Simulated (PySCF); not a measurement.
Structure problem from calculated spectra and properties.

Elements present: H, N and Si. Monoisotopic mass: 136.9969 u.

* NMR, other nuclei: isotropic shieldings of nuclei other than C and H, by class: 294 (1 N), 385 (1 Si), 396 (2 Si), 462 (1 Si) ppm [GIAO PBE0/pcSseg-1]
* Rotational structure: rotational constants A, B, C: 2.357, 1.133, 0.914 GHz [PBE0-D3(BJ)/def2-SVP]
* Dipole: 0.14 D [CAM-B3LYP/def2-SVPD]
* UV, first state: lowest singlet excitation: 5.76 eV (215 nm, f = 0.005) [TDDFT CAM-B3LYP/def2-SVPD]
* UV, strongest line: among the 10 lowest singlet transitions: S5 at 7.16 eV (173 nm, f = 0.118) [TDDFT CAM-B3LYP/def2-SVPD]
* XPS: Si2p3/2 106.4, Si2p3/2 106.8, Si2p3/2 107.1 (×2), N1s 403.8, Si1s 1846.1, Si1s 1846.7, Si1s 1847.0 (×2) eV [ΔSCF SCAN, pcX-2 on the ionised atom, pcseg-1 elsewhere, spin-free X2C, 2p3/2 from a spin–orbit splitting computed afterwards within the 2p shell]

The electronic properties come from PySCF, for the isolated species, density fitting. Levels stand in brackets. Isolated species at its PBE0-D3(BJ)/def2-SVP geometry (one conformer only). NMR classes are plain means over equivalent atoms (diastereotopic ones count apart unless rotation or inversion swaps them), as if these changed places fast.

Question: Which formula fits the mass and the elements?

Answer: H11NSi4 (calculated 136.9969). No other formula that holds each of these elements comes within 0.0003 u with a fitting electron parity and a possible valence count.

Question: Propose a structure and show how it fits.

Answer: Numbering: `[SiH3:1][SiH2:2][N:3]([SiH3:4])[SiH3:5]`. Its formula, H11NSi4, gives 0 degrees of unsaturation, so no ring and no π bond. The other shieldings belong to: 294 ppm, nitrogen bridging silicon atoms [N3]; 385 ppm, SiH2 silicon [Si2]; 396 ppm, SiH3 silicon [Si4/Si5]; 462 ppm, SiH3 silicon [Si1]. The core levels belong to: Si2p3/2 106.4 eV, SiH3 silicon [Si1]; Si2p3/2 106.8 eV, SiH2 silicon [Si2]; Si2p3/2 107.1 eV, SiH3 silicon [Si4/Si5]; N1s 403.8 eV, nitrogen bridging silicon atoms [N3]; Si1s 1846.1 eV, SiH3 silicon [Si1]; Si1s 1846.7 eV, SiH2 silicon [Si2]; Si1s 1847.0 eV, SiH3 silicon [Si4/Si5]. One atom of each topological class was ionised and stands for its class. The optimised geometry has point group C1 and is an asymmetric top. Structure: `[SiH3][SiH2]N([SiH3])[SiH3]`. The assignments are read from this structure; whether some other isomer fits the data as well wasn't checked.

Conformer computed: `[SiH3:1][SiH2:2][N:3]([SiH3:4])[SiH3:5]`: Si1–Si2–N3–Si4 71°.
